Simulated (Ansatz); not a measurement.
# Which is lower?

The two ends of one reaction step of BH$_{3}$SeSF$_{2}$, singlet (PBE0-D4/def2-TZVP).

A:

B1  (-0.271, 0.287, -1.168)
S2  (1.318, 1.137, -1.285)
F3  (-0.324, -1.002, -1.448)
F4  (-1.397, 0.922, -0.909)
H5  (0.993, -1.487, 1.668)
Se6  (-0.067, -0.566, 2.091)
H7  (0.823, 2.336, -0.941)
H8  (-1.075, -1.627, 1.992)
(Å)

B:

```
8
angstrom
B -1.1668 -0.1877 -0.1672
S 1.9644 0.5210 -0.3497
F -1.0508 -0.8459 -1.3015
F -1.4195 1.1068 -0.2089
H 1.8169 1.3381 0.7039
Se -1.1477 -1.0769 1.5656
H 1.8534 1.5336 -1.2235
H -0.8501 -2.3890 0.9814
```

Program: Ansatz 0.2.0. Basis: def2-TZVPP. Cores are frozen in the correlated methods. Filled d shells of the heavier atoms are correlated. The def2 sets are not built for correlating such inner shells, so the correlated values are less sure here. B3LYP uses VWN-RPA correlation.

Question: Which structure is lower at CCSD(T), and by how much? (To be estimated.)

Answer: Computed: A, by 0.068 eV (electronic energy, against the other). By their contacts, A is a complex of BHSF₂ ([F][B]([F])[SH]) + H₂Se and B is a complex of BHSeF₂ ([F][B]([F])[SeH]) + H₂S.

All methods give the same order:

```csv
method,E(B) − E(A) (eV)
SPW92,0.089
PBE-D4,0.081
BLYP-D4,0.081
r2SCAN-D4,0.087
B97M-V,0.122
PBE0-D4,0.085
B3LYP-D4,0.085
r2SCAN0-D4,0.087
BHLYP-D4,0.088
CAM-B3LYP-D4,0.093
wB97X-V,0.086
wB97M-V,0.084
B2PLYP,0.080
PBE-QIDH,0.078
RPA on PBE,0.057
HF,0.102
MP2,0.057
CCSD,0.070
CCSD(T),0.068
```

The T1 diagnostic stays at or below 0.012.

Labels in which every atom is bracketed show which atoms are joined, not bond orders.

For scale, one of the runs: CCSD(T)/def2-TZVPP, 225 basis functions, launched by `ansatz run in.yaml --threads 8 --pin off --events-out ev --progress --plain --max-ram 19148MiB`. Hardware: 8 CPU threads of an Intel Xeon Platinum 8259CL, shared host. Wall time 70 s; peak host memory 3.9 GiB.
